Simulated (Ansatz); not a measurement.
Consider the redistribution: `[CH3][Ga]([CH3])[OH]` + `O[SiH](F)F` → `[CH3][Ga]([OH])[OH]` + `C[SiH](F)F`.

Isolated molecules relaxed with PBE0-D4/def2-TZVP in Ansatz; ΔE leaves out vibrations. CCSD(T)/CBS is the MP2 limit (def2-TZVPP, def2-QZVPP) plus CCSD(T) − MP2 in def2-TZVPP, frozen cores. DFT in def2-TZVPP. HSE06 is defined as in plane-wave codes. For Ga outer-core shells are correlated without core-valence functions, which leaves a few kJ/mol of doubt a bond. Scalar relativity is left out up to krypton. One conformer a species, not always the lowest.

```csv
level,ΔE (kJ/mol)
LDA (SPW92),36.4
HSE06-D4,34.7
BHLYP-D4,38.8
PBE0,34.4
RPA@PBE/def2-TZVPP,36.1
MP2/def2-TZVPP,37.9
CCSD/def2-TZVPP,38.2
CCSD(T)/def2-TZVPP,37.4
```

**Question.** What does CCSD(T)/CBS give? (Best estimate.)

**Answer.** Ansatz gave: +38.2 kJ/mol. The listed levels differ from it by -1.8, -3.5, 0.6, -3.8, -2.1, -0.3, 0.0, -0.8 kJ/mol.

Largest T1 diagnostic among the species: 0.014.

At CCSD(T), def2-SVP lies −15.5 kJ/mol from the extrapolated value and def2-TZVPP −0.8 kJ/mol. Leaving LDA and LC-ωPBE aside and taking each functional with its dispersion term where it has one, the values, not all of them listed here, spread over 9.3 kJ/mol, from revPBE-D4 to BHLYP-D4. LDA lies +6.0 kJ/mol from PBE without D4.
